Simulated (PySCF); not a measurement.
PySCF input for YF₂, SMILES [Y]([F])[F] (connectivity only; charge and spin as stated), neutral, multiplicity 2, PBE0-D3(BJ)/def2-TZVP. Geometry: PBE0-D3(BJ)/def2-TZVP. The spin state was assumed, not searched. The isomer is the one that the SMILES or the coordinates give; other isomers of the formula were not compared. The def2 effective core potentials stand for the cores of Y; spin–orbit coupling is left out.

```python
import numpy as np
from pyscf import gto, scf, dft, df
from pyscf.hessian import thermo

mol = gto.M(
    atom='''
    Y     0.00000000    0.00000000    0.33184860
    F     0.00000000   -1.66055687   -0.71900529
    F     0.00000000    1.66055687   -0.71900529
    ''',
    basis='def2-TZVP',
    ecp={'Y': 'def2-tzvp'},
    charge=0,
    spin=1,
    max_memory=1600,
    verbose=3,
)
mf = dft.UKS(mol, xc='pbe0').density_fit(auxbasis='def2-universal-jkfit')
mf.disp = 'd3bj'
mf.grids.level = 3
mf.conv_tol = 1e-11
mf.max_cycle = 100
mf.kernel()
fine, coarse = mf.grids, dft.Grids(mol).set(level=1).build(with_non0tab=True)
for _ in range(3):  # follow internal instabilities
    mf.grids = coarse
    mo, _, stable, _ = mf.stability(return_status=True, nroots=4)
    mf.grids = fine
    if stable:
        break
    mf.kernel(mf.make_rdm1(mo, mf.mo_occ))

# [left out here: the lines that compute and print the analytic Hessian (its translational invariance restored by hand, since the grid's response is missing), thermochemistry and intensities]
```

It prints:

```

WARN: HOMO -0.459866471743168 >= LUMO -0.459866471743167

converged SCF energy = -238.0406763506  <S^2> = 0.75052427  2S+1 = 2.0005242
<class 'pyscf.df.df_jk.DFUKS'> wavefunction is stable in the internal stability analysis

WARN: DFTD3 does not support analytical Hessian, using finite difference


WARN: Mole.unit (angstrom) is changed to Bohr

Mode                                 0                   1                   2
Irrep
Freq [cm^-1]                      128.9370            601.9400            608.3613
Reduced mass [au]                  22.0531             23.2781             21.0373
Force const [Dyne/A]                0.2160              4.9694              4.5874
Char temp [K]                     185.5117            866.0576            875.2965
Normal mode                   x     y     z       x     y     z       x     y     z
       0   Y                -0.00  0.00 -0.04    0.00  0.05  0.00    0.00 -0.00  0.04
       1   F                 0.00 -0.10  0.10   -0.00 -0.12 -0.08    0.00 -0.12 -0.09
       2   F                 0.00  0.10  0.10   -0.00 -0.12  0.08   -0.00  0.12 -0.09
temperature 298.1500 [K]
pressure 101325.00 [Pa]
Rotational constants [GHz] 17.19198 4.82350 3.76669
Symmetry number 2
Zero-point energy (ZPE) 0.00305 [Eh]   8010.424 [J/mol]
                           tot       elec      trans        rot        vib
Entropy [J/mol/K]       287.516      5.763    169.151     96.519     16.082
Cv [J/mol/K]             41.538      0.000     12.472     12.472     16.594
Cp [J/mol/K]             49.852      0.000     20.786     12.472     16.594
Internal energy [J/mol]                      3718.434   3718.434  10622.835
Internal energy [Eh]   -238.03380  -238.04068
Enthalpy [J/mol]                             6197.391   3718.434  10622.835
Enthalpy [Eh]          -238.03285
Gibbs free energy [J/mol]                  -44235.116 -25058.801   5828.016
Gibbs free energy [Eh] -238.06550
mode   freq/cm-1   IR/(km/mol)
   1      128.94        13.234
   2      601.94       141.607
   3      608.36        73.562
max |gradient| / (hartree/bohr): 9.244748208933546e-05
APT charges: [ 1.2647 -0.6324 -0.6324]
```

Self-consistency was reached.

Cost: roughly 70 core-seconds.
